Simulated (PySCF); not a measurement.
**Magnetisability: SMILES CO[C@H]1CC=CCC1, C7H12O**

Molfile (atoms numbered from 1):
```
C7H12O
     RDKit          3D

 20 20  0  0  0  0  0  0  0  0999 V2000
    2.8364    0.4166    0.0130 C   0  0  0  0  0  0  0  0  0  0  0  0
    1.8079   -0.4799    0.3408 O   0  0  0  0  0  0  0  0  0  0  0  0
    0.4978    0.0373    0.1878 C   0  0  1  0  0  0  0  0  0  0  0  0
    0.0988    0.2106   -1.2834 C   0  0  0  0  0  0  0  0  0  0  0  0
   -1.3813    0.3744   -1.4432 C   0  0  0  0  0  0  0  0  0  0  0  0
   -2.2606    0.1255   -0.4878 C   0  0  0  0  0  0  0  0  0  0  0  0
   -1.8748   -0.3721    0.8704 C   0  0  0  0  0  0  0  0  0  0  0  0
   -0.4608   -0.9427    0.8604 C   0  0  0  0  0  0  0  0  0  0  0  0
    2.8648    0.6381   -1.0601 H   0  0  0  0  0  0  0  0  0  0  0  0
    3.7676   -0.0690    0.2998 H   0  0  0  0  0  0  0  0  0  0  0  0
    2.7331    1.3599    0.5654 H   0  0  0  0  0  0  0  0  0  0  0  0
    0.4335    1.0153    0.6965 H   0  0  0  0  0  0  0  0  0  0  0  0
    0.4326   -0.6722   -1.8395 H   0  0  0  0  0  0  0  0  0  0  0  0
    0.6019    1.0792   -1.7172 H   0  0  0  0  0  0  0  0  0  0  0  0
   -1.7091    0.7161   -2.4158 H   0  0  0  0  0  0  0  0  0  0  0  0
   -3.3166    0.2818   -0.6590 H   0  0  0  0  0  0  0  0  0  0  0  0
   -2.5827   -1.1373    1.1969 H   0  0  0  0  0  0  0  0  0  0  0  0
   -1.9413    0.4536    1.5872 H   0  0  0  0  0  0  0  0  0  0  0  0
   -0.4387   -1.8796    0.3026 H   0  0  0  0  0  0  0  0  0  0  0  0
   -0.1135   -1.1450    1.8738 H   0  0  0  0  0  0  0  0  0  0  0  0
  1  2  1  0
  2  3  1  0
  3  4  1  0
  4  5  1  0
  5  6  2  0
  6  7  1  0
  7  8  1  0
  8  3  1  0
  1  9  1  0
  1 10  1  0
  1 11  1  0
  3 12  1  1
  4 13  1  0
  4 14  1  0
  5 15  1  0
  6 16  1  0
  7 17  1  0
  7 18  1  0
  8 19  1  0
  8 20  1  0
M  END
```

Theory: PySCF, GIAO PBE/pcSseg-1 magnetisability, rotational g tensor and spin-rotation constants, non-relativistic, gas phase. Geometry: GFN2-xTB.

(1) What are the magnetisability and the molar susceptibility?

(2) Split it along the inertial axes a, b, c into diamagnetic and paramagnetic parts about the centre of mass, with the quadrupole moment.

(3) And the rotational g tensor?

Results:

(1) Isotropic -1242 × 10⁻³⁰ J/T², or -74.8 × 10⁻⁶ cm³/mol; principal values -1314, -1226, -1187 × 10⁻³⁰ J/T², anisotropy 113 × 10⁻³⁰ J/T² (root of half the summed squared differences of the principal values). The susceptibility is in cgs units.

(2) 
```
axis  χ (10⁻⁶ cm³/mol)  diamagnetic (10⁻⁶ cm³/mol)  paramagnetic (10⁻⁶ cm³/mol)  summed x² of all electrons (Å²)  quadrupole Θ (D Å)
   a             -74.9                      -414.1                        339.2                            206.5               +2.61
   b             -72.8                      -975.6                        902.8                             74.2               +0.18
   c             -76.8                     -1191.0                       1114.2                             23.4               -2.78
```
Anisotropies 2χaa − χbb − χcc = -0.2 and 2χbb − χaa − χcc = +6.1 × 10⁻⁶ cm³/mol. Θ is traceless in Buckingham's convention.

(3) 
| axis | rotational constant (GHz) | g | nuclear part | electronic part |
| --- | --- | --- | --- | --- |
| a | 4.2499 | -0.0296 | 0.6475 | -0.6772 |
| b | 1.4264 | -0.0104 | 0.5946 | -0.6050 |
| c | 1.1448 | -0.0052 | 0.5940 | -0.5992 |

Asymmetric top; isotopes 12C, 1H, 16O; no vibrational averaging.
